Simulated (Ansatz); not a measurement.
Mulliken charges of ClHSZn (`[SH][Zn][Cl]`) from r2SCAN/def2-TZVPP in Ansatz (PBE0-D4/def2-TZVP geometry).

```csv
atom,x (Å),y (Å),z (Å),charge (e)
S1,-0.520,1.236,-0.883,-0.282
Zn2,-0.031,-0.669,-0.009,0.494
Cl3,0.430,-2.537,0.821,-0.324
H4,0.176,1.910,0.050,0.113
```

Question: By hand: the dipole of these point charges (1 e Å = 4.8032 D).

Answer: Σ q r = (0.012, 0.359, -0.016) e Å, of length 0.360 e Å = 1.73 D.

Question: How does the dipole of the full density compare? (An estimate is asked.)

Answer: Computed: (0.034, 0.254, 0.025) e Å, 1.24 D; the point charges give 1.40 times that, at 10° from its direction.

Point charges leave out the atoms' own dipoles, such as those of lone pairs, and Mulliken's split depends on the basis, so the two needn't agree.
